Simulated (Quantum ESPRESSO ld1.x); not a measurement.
Task: Sb+, 50 electrons, occupied as [Kr] 4d6 5s2 5p6 (not the ground configuration). Method: Dirac Kohn-Sham, BLYP, spin-unpolarised, spherical densities, point nucleus; open shells are shared between the two j in proportion to 2j + 1; computed with ld1.x of Quantum ESPRESSO 7.5. Some entries of the table are withheld. Estimate them.

| orbital | occ. | eigenvalue (eV) | <r> (bohr) | r(max) (bohr) |
|---|---|---|---|---|
| 1s1/2 | 2 | -30333.8 | 0.02842 | 0.018 |
| 2s1/2 | 2 | -4654.16 | 0.1222 | 0.103 |
| 2p1/2 | 2 | (1) | 0.1032 | 0.080 |
| 2p3/2 | 4 | (2) | 0.1087 | 0.085 |
| 3s1/2 | 2 | -947.487 | (3) | 0.300 |
| 3p1/2 | 2 | -826.280 | 0.3206 | 0.286 |
| 3p3/2 | 4 | -779.709 | 0.3319 | 0.298 |
| 3d3/2 | 4 | -565.909 | 0.3028 | 0.242 |
| 3d5/2 | 6 | -556.213 | 0.3064 | 0.246 |
| 4s1/2 | 2 | -186.715 | 0.7745 | 0.718 |
| 4p1/2 | 2 | -144.797 | 0.8080 | (4) |
| 4p3/2 | 4 | -135.544 | 0.8337 | (5) |
| 4d3/2 | 2.4 | -67.8192 | 0.9378 | 0.809 |
| 4d5/2 | 3.6 | -66.3255 | 0.9473 | 0.822 |
| 5s1/2 | 2 | -28.8414 | 1.883 | 1.69 |
| 5p1/2 | 2 | -18.2838 | 2.168 | 1.89 |
| 5p3/2 | 4 | -17.0253 | 2.251 | 1.95 |

Result: 
(1) 2p1/2 eigenvalue (eV): -4357.28
(2) 2p3/2 eigenvalue (eV): -4105.39
(3) 3s1/2 <r> (bohr): 0.3301
(4) 4p1/2 r(max) (bohr): 0.735
(5) 4p3/2 r(max) (bohr): 0.759
